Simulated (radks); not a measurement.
Results of a calculation; reference values are marked as such.
Q: The lead ion Pb13+ is in [Xe] 4f14 5d1. Level of theory: scalar-relativistic Kohn-Sham, PBE, spin-polarised, spherical densities, finite nucleus; Fermi nuclear charge, rms radius of each element as measured or else 0.836 A^(1/3) + 0.57 fm (a radial shooting solver on a logarithmic mesh with Libxc functionals). Open shells are filled with parallel spins first. One electron is removed from 5p, 5s, 4f, 5d in turn, with full relaxation. Which removal costs least, and what does each cost?

A: 5d 244.37 eV; 5p 321.17 eV; 5s 386.21 eV; 4f 394.77 eV. The 5d electron leaves first.
